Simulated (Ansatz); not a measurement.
Name a neutral molecule of C, N, Si and H with HOMO energy (PBE/def2-TZVPP) between -5.20 and -4.90 eV and HOMO–LUMO gap (PBE0/def2-TZVPP) between 4.50 and 4.80 eV (Ansatz, PBE0-D4/def2-TZVP geometry).

`CN(C)[SiH]` (-5.12 eV, 4.75 eV). Other molecules can fit too; these were computed, each in one conformer that needn't be the lowest.
